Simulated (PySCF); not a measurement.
PySCF 2.14 output of an unrestricted LDA calculation on a single atom or ion in ANO-RCC-VTZP (8s7p5d3f2g1h, 104 functions), with the spin-free X2C one-electron Hamiltonian (Gaussian nucleus):

```
SCF conv_tol = 1e-09
number electrons alpha = 31  beta = 27
    P. A. M. Dirac.,  Math. Proc. Cambridge Philos. Soc. 26, 376 (1930)
    F. Bloch.,  Z. Phys. 57, 545 (1929)
    S. H. Vosko, L. Wilk, and M. Nusair.,  Can. J. Phys. 58, 1200 (1980)
cycle= 1 E= -9228.46969481835  delta_E= -0.0207  |g|= 0.126  |ddm|= 0.266
cycle= 2 E= -9228.46690057632  delta_E= 0.00279  |g|= 0.165  |ddm|= 0.108
cycle= 3 E= -9228.47224818306  delta_E= -0.00535  |g|= 0.0118  |ddm|= 0.0744
cycle= 4 E= -9228.47228672372  delta_E= -3.85e-05  |g|= 0.000326  |ddm|= 0.00691
cycle= 5 E= -9228.47228674787  delta_E= -2.42e-08  |g|= 4.97e-05  |ddm|= 0.000371
cycle= 6 E= -9228.4722867488  delta_E= -9.24e-10  |g|= 5.96e-06  |ddm|= 6.75e-05
converged SCF energy = -9228.4722867488  <S^2> = 6.0004049  2S+1 = 5.000162
```

The run itself started from symmetry-adapted Hartree-Fock orbitals and held the occupation by maximum overlap, on a logarithmic radial grid, so the iterations belong to that start.

Which element, charge and spin multiplicity is this?

Pr⁺ (praseodymium, charge +1), multiplicity 5; the state was [Xe] 4f3 6s1, one real determinant.

⟨L²⟩ = 34.00 against 42 for a pure I term, so this real determinant mixes terms. Spin-orbit coupling, absent here, splits the open shell strongly.
